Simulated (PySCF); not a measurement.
Be(Br)(iPr) (C3H7BeBr), SMILES [CH](C)(C)[Be][Br].

Geometry: ωB97X-D3(BJ)/def2-SVP. The structure was generated by enumeration; whether it is a known compound was not checked. The values are those of a single conformer.

These are ωB97X-D3(BJ)/def2-SVP (PySCF) values and carry that method's errors.

Frequencies are harmonic and unscaled.

Computed normal modes with their intensities:
```json
[
 {"mode": "1", "ν (cm⁻¹)": "82", "IR (km/mol)": "1.0", "Raman (Å⁴/amu)": "0.5", "depolarisation": "0.75", "moving atoms (share of kinetic energy)": "C 54 %, H 24 %, Be 15 %"},
 {"mode": "2", "ν (cm⁻¹)": "111", "IR (km/mol)": "2.1", "Raman (Å⁴/amu)": "0.3", "depolarisation": "0.68", "moving atoms (share of kinetic energy)": "H 32 %, C 30 %, Be 27 %, Br 11 %"},
 {"mode": "3", "ν (cm⁻¹)": "230", "IR (km/mol)": "0.0", "Raman (Å⁴/amu)": "0.1", "depolarisation": "0.75", "moving atoms (share of kinetic energy)": "H 97 %"},
 {"mode": "4", "ν (cm⁻¹)": "247", "IR (km/mol)": "0.9", "Raman (Å⁴/amu)": "1.3", "depolarisation": "0.17", "moving atoms (share of kinetic energy)": "H 68 %, C 18 %, Br 13 %"},
 {"mode": "5", "ν (cm⁻¹)": "276", "IR (km/mol)": "6.3", "Raman (Å⁴/amu)": "1.2", "depolarisation": "0.28", "moving atoms (share of kinetic energy)": "H 36 %, Be 30 %, C 24 %, Br 9 %"},
 {"mode": "6", "ν (cm⁻¹)": "385", "IR (km/mol)": "38.2", "Raman (Å⁴/amu)": "1.6", "depolarisation": "0.75", "moving atoms (share of kinetic energy)": "Be 76 %, C 17 %"},
 {"mode": "7", "ν (cm⁻¹)": "400", "IR (km/mol)": "10.3", "Raman (Å⁴/amu)": "2.6", "depolarisation": "0.13", "moving atoms (share of kinetic energy)": "C 51 %, H 34 %, Be 12 %"},
 {"mode": "8", "ν (cm⁻¹)": "458", "IR (km/mol)": "28.3", "Raman (Å⁴/amu)": "4.4", "depolarisation": "0.22", "moving atoms (share of kinetic energy)": "C 44 %, Be 28 %, H 22 %"},
 {"mode": "9", "ν (cm⁻¹)": "884", "IR (km/mol)": "8.3", "Raman (Å⁴/amu)": "7.3", "depolarisation": "0.29", "moving atoms (share of kinetic energy)": "C 60 %, H 30 %, Be 10 %"},
 {"mode": "10", "ν (cm⁻¹)": "922", "IR (km/mol)": "2.9", "Raman (Å⁴/amu)": "0.4", "depolarisation": "0.75", "moving atoms (share of kinetic energy)": "H 88 %, C 12 %"},
 {"mode": "11", "ν (cm⁻¹)": "972", "IR (km/mol)": "13.4", "Raman (Å⁴/amu)": "0.9", "depolarisation": "0.60", "moving atoms (share of kinetic energy)": "H 87 %, C 11 %"},
 {"mode": "12", "ν (cm⁻¹)": "992", "IR (km/mol)": "0.1", "Raman (Å⁴/amu)": "0.9", "depolarisation": "0.75", "moving atoms (share of kinetic energy)": "H 76 %, C 24 %"},
 {"mode": "13", "ν (cm⁻¹)": "1037", "IR (km/mol)": "185.5", "Raman (Å⁴/amu)": "0.9", "depolarisation": "0.73", "moving atoms (share of kinetic energy)": "Be 60 %, H 29 %, C 9 %"},
 {"mode": "14", "ν (cm⁻¹)": "1102", "IR (km/mol)": "5.5", "Raman (Å⁴/amu)": "7.8", "depolarisation": "0.75", "moving atoms (share of kinetic energy)": "C 69 %, H 31 %"},
 {"mode": "15", "ν (cm⁻¹)": "1191", "IR (km/mol)": "6.3", "Raman (Å⁴/amu)": "1.3", "depolarisation": "0.56", "moving atoms (share of kinetic energy)": "H 57 %, C 40 %"},
 {"mode": "16", "ν (cm⁻¹)": "1287", "IR (km/mol)": "47.1", "Raman (Å⁴/amu)": "5.1", "depolarisation": "0.29", "moving atoms (share of kinetic energy)": "C 50 %, H 37 %, Be 13 %"},
 {"mode": "17", "ν (cm⁻¹)": "1318", "IR (km/mol)": "0.0", "Raman (Å⁴/amu)": "7.5", "depolarisation": "0.75", "moving atoms (share of kinetic energy)": "H 75 %, C 25 %"},
 {"mode": "18", "ν (cm⁻¹)": "1400", "IR (km/mol)": "0.3", "Raman (Å⁴/amu)": "2.8", "depolarisation": "0.75", "moving atoms (share of kinetic energy)": "H 78 %, C 22 %"},
 {"mode": "19", "ν (cm⁻¹)": "1416", "IR (km/mol)": "1.3", "Raman (Å⁴/amu)": "1.6", "depolarisation": "0.75", "moving atoms (share of kinetic energy)": "H 80 %, C 20 %"},
 {"mode": "20", "ν (cm⁻¹)": "1469", "IR (km/mol)": "0.6", "Raman (Å⁴/amu)": "27.4", "depolarisation": "0.75", "moving atoms (share of kinetic energy)": "H 97 %"},
 {"mode": "21", "ν (cm⁻¹)": "1486", "IR (km/mol)": "16.2", "Raman (Å⁴/amu)": "1.0", "depolarisation": "0.71", "moving atoms (share of kinetic energy)": "H 96 %"},
 {"mode": "22", "ν (cm⁻¹)": "1486", "IR (km/mol)": "6.0", "Raman (Å⁴/amu)": "4.2", "depolarisation": "0.75", "moving atoms (share of kinetic energy)": "H 96 %"},
 {"mode": "23", "ν (cm⁻¹)": "1495", "IR (km/mol)": "6.6", "Raman (Å⁴/amu)": "29.7", "depolarisation": "0.75", "moving atoms (share of kinetic energy)": "H 96 %"},
 {"mode": "24", "ν (cm⁻¹)": "3022", "IR (km/mol)": "21.5", "Raman (Å⁴/amu)": "84.4", "depolarisation": "0.57", "moving atoms (share of kinetic energy)": "H 93 %"},
 {"mode": "25", "ν (cm⁻¹)": "3038", "IR (km/mol)": "37.3", "Raman (Å⁴/amu)": "2.1", "depolarisation": "0.75", "moving atoms (share of kinetic energy)": "H 97 %"},
 {"mode": "26", "ν (cm⁻¹)": "3038", "IR (km/mol)": "32.5", "Raman (Å⁴/amu)": "288.9", "depolarisation": "0.01", "moving atoms (share of kinetic energy)": "H 97 %"},
 {"mode": "27", "ν (cm⁻¹)": "3118", "IR (km/mol)": "55.0", "Raman (Å⁴/amu)": "147.2", "depolarisation": "0.74", "moving atoms (share of kinetic energy)": "H 91 %, C 9 %"},
 {"mode": "28", "ν (cm⁻¹)": "3118", "IR (km/mol)": "2.2", "Raman (Å⁴/amu)": "14.6", "depolarisation": "0.75", "moving atoms (share of kinetic energy)": "H 90 %, C 10 %"},
 {"mode": "29", "ν (cm⁻¹)": "3135", "IR (km/mol)": "17.0", "Raman (Å⁴/amu)": "46.6", "depolarisation": "0.75", "moving atoms (share of kinetic energy)": "H 90 %, C 10 %"},
 {"mode": "30", "ν (cm⁻¹)": "3136", "IR (km/mol)": "34.6", "Raman (Å⁴/amu)": "80.3", "depolarisation": "0.72", "moving atoms (share of kinetic energy)": "H 91 %, C 9 %"}
]
```
